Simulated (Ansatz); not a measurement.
Basis sets compared for bis(oxalato)borate, `O=C1O[B-]2(OC1=O)OC(=O)C(=O)O2`. Charge -1, multiplicity 1. Geometry r2SCAN-D4/def2-SVP. Ansatz on 4 threads of Arm Neoverse V2 on a shared host; times are rough, and most runs start from earlier orbitals.

```xyz
13

O     2.708    0.654   -2.065
C     1.920    0.325   -1.216
O     0.612    0.566   -1.214
B     0.000    0.001    0.000
O     1.108   -0.621    0.746
C     2.248   -0.460    0.081
O     3.336   -0.851    0.418
O    -1.046   -0.982   -0.330
C    -2.207   -0.601    0.194
O    -3.258   -1.182    0.107
C    -1.961    0.736    0.941
O    -2.786    1.378    1.538
O    -0.674    1.038    0.799
```

| level | functions | energy (Eh) | HOMO (eV) | LUMO (eV) | wall time |
| --- | --- | --- | --- | --- | --- |
| PBE-D4/def2-SVPD | 284 | -778.0963 | -3.00 | 0.56 | 6 s |
| PBE0-D4/def2-SVPD | 284 | -778.0619 | -4.67 | 1.52 | 9 s |

**Question.** Estimate the rows for PBE-D4/def2-TZVPD, PBE0-D4/def2-TZVPD (with forces).

**Answer.** 
```
                           level  functions  energy (Eh)  HOMO (eV)  LUMO (eV)  wall time
               PBE-D4/def2-TZVPD        505    -778.9363      -2.91       0.66       12 s
PBE0-D4/def2-TZVPD (with forces)        505    -778.9073      -4.55       1.62       35 s
```
